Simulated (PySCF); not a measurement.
Electron correlation in Br²⁺ (bromine, charge +2)

[Ar] 3d10 4s2 4p3, high-spin 4S determinant. Calculation: PySCF 2.14, in jorge-DZP-DKH; the spin-free X2C one-electron Hamiltonian (Gaussian nucleus). Frozen: [Ar] 3d10; 5 electrons correlated.

MP2 pair energies summed by pair of shells (mhartree):

```json
{"pair": "4s-4p", "energy": "-18.09", "share (%)": "66.8"}
{"pair": "4s-4s", "energy": "-4.73", "share (%)": "17.5"}
{"pair": "4p-4p", "energy": "-4.26", "share (%)": "15.7"}
```

Total MP2 correlation energy: -27.09 mhartree.

Same-spin part -5.75 and opposite-spin part -21.34 mhartree; SCS-MP2 scales them by 1/3 and 6/5 to -27.52 mhartree.

| level | correlation energy (mhartree) |
| --- | --- |
| CCSD | -32.36 |
| (T) | -0.16 |
| CCSD(T) | -32.52 |

Diagnostics: T1 = 0.0014, D1 = 0.0031, largest double amplitude 0.021.

Problem. Is a single reference adequate?

Solution. Yes, within this model without spin-orbit coupling: T1 lies below 0.03 and no double amplitude reaches 0.07.
